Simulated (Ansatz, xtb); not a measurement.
## Two isomers of C4H4O2S

We compare I, `Oc1csc(O)c1`, a singlet, with II, `Oc1ccsc1O`, a singlet. Both are isolated molecules in the gas phase, relaxed with PBE-D3(BJ)/def2-SVP; the shapes shown needn't be the lowest conformers.

I (Å):

```xyz
11

C    -1.7361   -1.5109    0.1416
C    -0.7023   -2.4076    0.3538
C     0.0666   -0.1653   -0.4645
C    -1.3038   -0.2250   -0.3275
O    -3.0632   -1.7440    0.3333
O     0.7679    0.9130   -0.8865
S     0.8418   -1.6785   -0.0241
H    -3.1710   -2.6593    0.6500
H    -0.7474   -3.4446    0.7054
H     1.7192    0.7016   -0.8980
H    -1.9801    0.6087   -0.5497
```

II (Å):

```xyz
11

C    -1.0935   -1.6836    0.0572
C    -0.1939   -1.8949   -1.0361
C     0.4809   -0.7449   -1.3909
C    -1.0865   -0.3707    0.5071
O    -1.8657   -2.6657    0.5930
O    -1.7950    0.0609    1.5973
S     0.0631    0.6121   -0.3906
H    -2.3320   -2.2585    1.3517
H    -0.0721   -2.8646   -1.5359
H     1.2086   -0.6110   -2.1999
H    -2.4684    0.7057    1.3036
```

Q: Which of the two would you expect CCSD(T)/def2-SVP + ΔMP2/def2-TZVPP electronic energies to favour?

A: CCSD(T)/def2-SVP + ΔMP2/def2-TZVPP gives E(II) − E(I) = +0.24 kJ/mol, slightly favouring structure I, which is too small a margin to settle the true order.

Level by level:

```json
{"level": "PBE-D3(BJ)/def2-SVP", "geometry": "PBE-D3(BJ)/def2-SVP", "E(II) − E(I) (kJ/mol)": "+3.19", "departure from the last row (kJ/mol)": "+2.96", "job, with rough time for the two": "optimisation, 30 s"}
{"level": "HF/def2-SVP", "geometry": "PBE-D3(BJ)/def2-SVP", "E(II) − E(I) (kJ/mol)": "+7.73", "departure from the last row (kJ/mol)": "+7.50", "job, with rough time for the two": "part of the CCSD(T) run"}
{"level": "MP2/def2-SVP", "geometry": "PBE-D3(BJ)/def2-SVP", "E(II) − E(I) (kJ/mol)": "−1.13", "departure from the last row (kJ/mol)": "−1.37", "job, with rough time for the two": "part of the CCSD(T) run"}
{"level": "CCSD(T)/def2-SVP", "geometry": "PBE-D3(BJ)/def2-SVP", "E(II) − E(I) (kJ/mol)": "−0.61", "departure from the last row (kJ/mol)": "−0.85", "job, with rough time for the two": "single point"}
{"level": "CCSD(T)/def2-SVP + ΔMP2/def2-TZVPP", "geometry": "PBE-D3(BJ)/def2-SVP", "E(II) − E(I) (kJ/mol)": "+0.24", "departure from the last row (kJ/mol)": "", "job, with rough time for the two": "single point, 50 s"}
```

As drawn, both hold the same kinds of bond in the same numbers.

The largest departure from CCSD(T)/def2-SVP + ΔMP2/def2-TZVPP is that of HF/def2-SVP, 7.50 kJ/mol. Levels run at GFN2-xTB geometries aren't shown. The last row adds to CCSD(T) the change of the MP2 difference between the two basis sets, here +0.85 kJ/mol.

With thermal terms from frequencies at re-optimised GFN2-xTB minima (ideal gas, soft modes damped towards free rotors, one conformer each, 298.15 K, 1 atm): the zero-point term adds −0.22 kJ/mol; ΔH is +0.45 and ΔG −0.55 kJ/mol.

The correlated steps freeze 11 core orbitals. Run with Ansatz 0.2.0, xtb 6.7.1; the last row on 2 threads of Intel(R) Xeon(R) Platinum 8488C (Sapphire Rapids) on a shared host.
